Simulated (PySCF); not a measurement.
# Indium: a sound run and one with changed settings

Sound run: In⁺ [Kr] 4d10 5s2, In²⁺ [Kr] 4d10 5s1. Calculation: PySCF 2.14, in x2c-SVPall; the spin-free X2C one-electron Hamiltonian (Gaussian nucleus). The sound run starts from symmetry-adapted Hartree-Fock orbitals and uses a fine grid where one is needed.

Changed run: 6 angular points. This setting is unsound on purpose.

| species | method | sound run (hartree) | changed run (hartree) | converged |
| --- | --- | --- | --- | --- |
| In⁺ | UHF | -5877.42445 | -5877.42445 | yes |
| In⁺ | B3LYP | -5880.13916 | -5880.74404 | yes |
| In⁺ | PBE | -5879.64801 | -5880.63064 | yes |
| In²⁺ | UHF | -5876.79510 | -5876.79510 | yes |
| In²⁺ | B3LYP | -5879.43595 | -5879.96609 | yes |
| In²⁺ | PBE | -5878.94682 | -5879.82011 | yes |

Ionisation energy of In⁺:

```csv
method,sound run (eV),changed run (eV)
UHF,17.126,17.126
B3LYP,19.135,21.169
PBE,19.080,22.056
```

A coarse angular grid integrates products of high-l functions wrongly, so density functionals can shift, and the SCF can exploit the error; Hartree-Fock and MP2 need no grid.

For comparison, NIST gives 18.870 eV between the lowest levels.
